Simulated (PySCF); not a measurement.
Si(Cl)3(SiMe3), SMILES C[Si](C)(C)[Si](Cl)(Cl)Cl, GFN2-xTB optimised geometry.

```
17

C     -0.94    -1.60     1.53
Si    -0.28    -0.66     0.00
C     -0.94     1.13     0.00
C      1.62    -0.66     0.00
Si    -1.05    -1.75    -1.93
Cl    -0.42    -0.85    -3.65
Cl    -3.08    -1.82    -2.06
Cl    -0.42    -3.69    -2.06
H     -2.02    -1.62     1.55
H     -0.61    -1.13     2.45
H     -0.59    -2.63     1.54
H     -2.02     1.15    -0.01
H     -0.59     1.68    -0.87
H     -0.61     1.67     0.88
H      2.02    -0.17     0.88
H      2.02    -1.68    -0.01
H      2.02    -0.15    -0.87
```

Density from B3LYP/def2-SVP (PySCF) at that geometry.

Minimum of the electron density along straight lines between bonded atoms, close to the bond critical point (lines longer than 1.1 times the sum of covalent radii, or with two minima, are not listed):

```csv
bond,length / Å,ρ at the minimum / e bohr⁻³,∇²ρ there / e bohr⁻⁵,position (fraction from the first atom)
C1–Si2,1.908,0.110,0.30,0.62
Si2–C3,1.908,0.110,0.30,0.38
Si2–C4,1.908,0.110,0.30,0.38
Si2–Si5,2.346,0.092,___,0.34
Si5–Cl6,2.039,0.096,0.28,0.37
Si5–Cl7,2.039,0.096,0.28,0.37
Si5–Cl8,2.039,0.096,0.28,0.37
C1–H9,1.086,0.273,-0.98,0.63
C1–H10,1.086,0.272,-0.97,0.62
C1–H11,1.086,0.273,-0.98,0.63
C3–H12,1.086,0.273,-0.98,0.63
C3–H13,1.086,0.273,-0.98,0.63
C3–H14,1.086,0.272,-0.97,0.62
C4–H15,1.086,0.272,-0.97,0.62
C4–H16,1.086,0.273,-0.98,0.63
C4–H17,1.086,0.273,-0.98,0.63
```

### Question
Some entries are withheld; supply them.

### Answer

- Si2–Si5, ∇²ρ there / e bohr⁻⁵: -0.02
